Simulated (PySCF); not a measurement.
HO2, SMILES [O]O (connectivity only; charge and spin as stated), charge -1, multiplicity 1.

Geometry optimised at B3LYP-D3(BJ)/def2-TZVPD. The spin state was assumed, not searched. The isomer is the one that the SMILES or the coordinates give; other isomers of the formula were not compared.

Two levels are set side by side: PBE/def2-TZVPD (PySCF) and PBE0/def2-TZVPD (PySCF). Same geometry, gas phase. Differences are taken from unrounded values.

| quantity | PBE0 | PBE | PBE minus PBE0 |
|---|---|---|---|
| orbital gap (eV) | 3.69 | 1.54 | -2.15 |
| highest occupied level (eV) | 1.23 | 2.75 | 1.52 |
| lowest empty level (eV) | 4.92 | 4.28 | -0.63 |
| mean polarisability (bohr³) | 26.3 | 31.1 | 4.8 |

Without exact exchange PBE keeps part of each electron's self-repulsion, which lifts occupied levels and narrows the gap. PBE's more diffuse valence density responds more strongly to a field. Differences between two approximate levels are no errors against the true value.

Rough cost on one machine, each run with all the roots and properties that it gave: PBE0 against PBE within a factor of 2.
